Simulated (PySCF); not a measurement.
## Tl(NH2)3: from a saddle point downhill

PySCF 2.14.0, RKS PBE0, Tl def2-SVP with ECP60, N def2-SVP, H def2-SVP; non-relativistic Hamiltonian with scalar-relativistic core potentials where named; density fitting; no spin-orbit coupling. Relaxed within the symmetry of its start, the geometry (D3h) is

```xyz
10

Tl    0.0000    0.0000    0.0000
N     2.1037    0.0000    0.0000
H     2.6525    0.0000    0.8486
H     2.6525    0.0000   -0.8486
N    -1.0518    1.8218    0.0000
H    -1.3262    2.2972    0.8486
H    -1.3262    2.2972   -0.8486
N    -1.0518   -1.8218    0.0000
H    -1.3263   -2.2971    0.8486
H    -1.3263   -2.2971   -0.8486
```

and its lowest harmonic modes are -660, -630, -630, -478, -421, -421 cm⁻¹ (negative: unstable). It was moved along the lowest mode and relaxed again, within the group C3h that the move left.

(1) Where does it end, and how much lower?

(2) How do the contacts change?

(3) Is the end a minimum?

State: singlet.

Answers

(1) In C3h, 0.793 eV lower, after 7 steps:
```xyz
10

Tl    0.0000    0.0000    0.0000
N     2.1597    0.2426    0.0000
H     2.4843   -0.3104    0.8008
H     2.4843   -0.3104   -0.8008
N    -1.2899    1.7490    0.0000
H    -0.9733    2.3067    0.8008
H    -0.9733    2.3067   -0.8008
N    -0.8697   -1.9916    0.0000
H    -1.5110   -1.9963    0.8008
H    -1.5110   -1.9963   -0.8008
```

(2) 
```tsv
contact	saddle (Å)	end (Å)
Tl1–N2 (NH2)	2.104	2.173
Tl1–N5 (NH2)	2.104	2.173
Tl1–N8 (NH2)	2.104	2.173
```


(3) No, 3 of the modes stay unstable (below −25 cm⁻¹); lowest modes -245, -224, -224, 96, 96, 122 cm⁻¹.
